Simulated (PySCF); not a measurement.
Excitations are Tamm–Dancoff values on a coarser integration grid. The basis has no diffuse functions, so Rydberg states are missing or too high.

Species: H5BSi, SMILES `B[SiH3]` (charge 0, multiplicity 1).

Problem. Estimate the brightest of the four lowest singlets (TDA), S1 excitation (TDA), dipole moment, HOMO–LUMO gap, HOMO, LUMO, S1–T1 gap (TDA) and T1 excitation (TDA) that M06-2X/def2-TZVP (PySCF) returns for this input.

Solution. 
| Item | Value |
|---|---|
| brightest of the four lowest singlets (TDA) | 6.97 eV |
| S1 excitation (TDA) | 4.10 eV |
| dipole moment | 0.37 D |
| HOMO–LUMO gap | 8.06 eV |
| HOMO | -9.53 eV |
| LUMO | -1.47 eV |
| S1–T1 gap (TDA) | 0.71 eV |
| T1 excitation (TDA) | 3.39 eV |
